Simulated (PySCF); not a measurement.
Point-charge models of `CC(=S)C1=C[SiH2]C=CC1=O` against its computed dipole.

Coordinates (GFN2-xTB, Å) and charges (e) from the PBE0/pcSseg-1 density (PySCF):

```json
{"atom": "C1", "x": "2.854", "y": "0.336", "z": "-0.058", "Mulliken": "-0.1389", "IAO": "-0.4355", "Hirshfeld": "-0.1306", "ESP-fitted": "-0.3595"}
{"atom": "C2", "x": "1.814", "y": "-0.590", "z": "0.454", "Mulliken": "-0.3157", "IAO": "-0.0163", "Hirshfeld": "+0.0553", "ESP-fitted": "+0.2394"}
{"atom": "S3", "x": "2.227", "y": "-1.928", "z": "1.299", "Mulliken": "-0.0443", "IAO": "-0.0881", "Hirshfeld": "-0.1108", "ESP-fitted": "-0.2429"}
{"atom": "C4", "x": "0.395", "y": "-0.304", "z": "0.204", "Mulliken": "-0.2275", "IAO": "-0.0443", "Hirshfeld": "-0.0105", "ESP-fitted": "-0.0860"}
{"atom": "C5", "x": "-0.435", "y": "-1.327", "z": "-0.071", "Mulliken": "-0.2290", "IAO": "-0.3671", "Hirshfeld": "-0.1064", "ESP-fitted": "-0.3807"}
{"atom": "Si6", "x": "-2.270", "y": "-1.165", "z": "-0.393", "Mulliken": "+0.7617", "IAO": "+0.7691", "Hirshfeld": "+0.3533", "ESP-fitted": "+0.4877"}
{"atom": "C7", "x": "-2.473", "y": "0.697", "z": "-0.287", "Mulliken": "-0.3273", "IAO": "-0.3985", "Hirshfeld": "-0.1162", "ESP-fitted": "-0.2965"}
{"atom": "C8", "x": "-1.449", "y": "1.497", "z": "0.009", "Mulliken": "-0.1257", "IAO": "-0.1622", "Hirshfeld": "-0.0442", "ESP-fitted": "-0.2707"}
{"atom": "C9", "x": "-0.052", "y": "1.120", "z": "0.301", "Mulliken": "+0.3159", "IAO": "+0.3436", "Hirshfeld": "+0.1493", "ESP-fitted": "+0.6417"}
{"atom": "O10", "x": "0.717", "y": "2.002", "z": "0.644", "Mulliken": "-0.3702", "IAO": "-0.4123", "Hirshfeld": "-0.1998", "ESP-fitted": "-0.4984"}
{"atom": "H11", "x": "2.669", "y": "0.586", "z": "-1.103", "Mulliken": "+0.1286", "IAO": "+0.1573", "Hirshfeld": "+0.0483", "ESP-fitted": "+0.1312"}
{"atom": "H12", "x": "3.842", "y": "-0.104", "z": "0.053", "Mulliken": "+0.1335", "IAO": "+0.1633", "Hirshfeld": "+0.0432", "ESP-fitted": "+0.0796"}
{"atom": "H13", "x": "2.806", "y": "1.270", "z": "0.505", "Mulliken": "+0.1779", "IAO": "+0.1939", "Hirshfeld": "+0.0486", "ESP-fitted": "+0.1709"}
{"atom": "H14", "x": "0.017", "y": "-2.312", "z": "-0.102", "Mulliken": "+0.1369", "IAO": "+0.1736", "Hirshfeld": "+0.0378", "ESP-fitted": "+0.1994"}
{"atom": "H15", "x": "-2.602", "y": "-1.655", "z": "-1.734", "Mulliken": "-0.0672", "IAO": "-0.1073", "Hirshfeld": "-0.0637", "ESP-fitted": "-0.0749"}
{"atom": "H16", "x": "-3.047", "y": "-1.841", "z": "0.647", "Mulliken": "-0.0595", "IAO": "-0.1028", "Hirshfeld": "-0.0598", "ESP-fitted": "-0.0741"}
{"atom": "H17", "x": "-3.439", "y": "1.152", "z": "-0.460", "Mulliken": "+0.1351", "IAO": "+0.1653", "Hirshfeld": "+0.0535", "ESP-fitted": "+0.1763"}
{"atom": "H18", "x": "-1.583", "y": "2.572", "z": "0.080", "Mulliken": "+0.1155", "IAO": "+0.1682", "Hirshfeld": "+0.0525", "ESP-fitted": "+0.1577"}
```

Question: Form Σ q r in debye for every column and set it beside the full dipole.

Answer: The full density gives (-3.16, -0.20, -2.21) D, 3.86 D in size; dipole vectors point from the negative to the positive end.

```csv
scheme,μx,μy,μz,size (D),share of the full size (%),angle to the full dipole (°)
Mulliken,-4.86,-2.15,-2.91,6.06,157,18
IAO,-3.91,-1.98,-2.20,4.91,127,22
Hirshfeld,-2.72,-0.48,-1.32,3.06,79,11
ESP-fitted,-3.22,-0.13,-2.28,3.94,102,1
```

Question: Which set comes closest?

Answer: Length of the difference vector: ESP-fitted 0.11 D, Hirshfeld 1.04 D, IAO 1.94 D, Mulliken 2.68 D. Closest: ESP-fitted. ESP charges are fitted to the potential around the molecule, whose slowest-falling term is the dipole's. The schemes that divide the density aren't constrained to reproduce the dipole.

Question: What is left for the Hirshfeld atoms' own dipoles?

Answer: The shares of the density sum to the whole, so what Σ q r misses lies in dipoles about the nuclei. The atomic dipoles sum to (-3.16, -0.20, -2.21) − (-2.72, -0.48, -1.32) = (-0.44, 0.28, -0.89) D, 1.04 D in size.

Question: With the origin at the mean of the coordinates, (0.000, 0.000, -0.001) Å, which are the largest single terms, by size, of the IAO dipole along the direction of the full one?

Answer: Si6 +7.91, C1 +4.86, C7 -4.12, H12 -2.49, H13 -2.47 D; all 18 atoms together +4.56 D. The single terms depend on the origin, their sum doesn't.

Question: Give the size of the full dipole in other units.

Answer: 3.86 D = 1.520 au = 0.804 e·Å = 12.89 × 10⁻³⁰ C·m.

One conformer (not necessarily the lowest) at the GFN2-xTB geometry, without solvent, vibrations or thermal averaging. GFN2-xTB frequencies show an imaginary mode (24i cm⁻¹), so this geometry is no minimum at that level.

The run behind these numbers computed NMR shieldings as well. The run took 68 s wall on one thread of an Arm Neoverse V1, no GPU (shared host), and the process peaked at 1.0 GiB of memory.

Shape of the structure used: `[CH3:1][C:2](=[S:3])[C:4]1=[CH:5][SiH2:6][CH:7]=[CH:8][C:9]1=[O:10]`: C1–C2–C4–C5 142°.
